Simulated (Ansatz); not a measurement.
CrO₃⁻, relaxed as a sextet with UKS PBE-D4/def2-TZVPD in Ansatz, starting from the PBE-D4/def2-TZVPD geometry of the charge -1 doublet. Force threshold 0.02 eV/Å.

The highest occupied level of the charge -1 sextet lies above zero (up to 1.02 eV). It is a level of α spin, whose loss leaves a quintet; that state wasn't run at this geometry and level. The electron is either unbound and held by the finite basis, or the level is raised by self-interaction error. The relaxation made no stability test and no search for a lower SCF solution. At PBE-D4/def2-TZVPD a doublet of charge -1 lies 5.48 eV below the sextet, each at its own geometry. The structure comes from a short search, and lower isomers may exist.

Start:

Cartesian coordinates in Å:
```
Cr 0.0035 0.0012 0.0008
O -0.5047 1.5526 -0.0902
O 0.5337 -0.7652 -1.3427
O -0.0326 -0.7886 1.4321
```

Estimate the energy that the relaxation releases and the steps that it takes.

26.2 kcal/mol, in 8 steps; 16 s on 4 threads of Intel Xeon Platinum 8488C on a shared host. No frequencies were taken in this run, so the end may be a saddle point.

Does the start keep its bonding and symmetry?

By distances, no bond broke or formed. The bond that changes most is Cr1–O2, from 1.64 to 1.81 Å (atoms count from 1). Point group D3h at the start, Cs at the end, both within 0.05 Å.

Predict the relaxed structure.


Cartesian coordinates in Å:
```
Cr 0.266 0.118 0.002
O -0.658 1.670 0.005
O 0.523 -0.966 -1.419
O -0.131 -0.822 1.413
```
Bond lengths: 3 × Cr–O 1.74 to 1.81 Å.
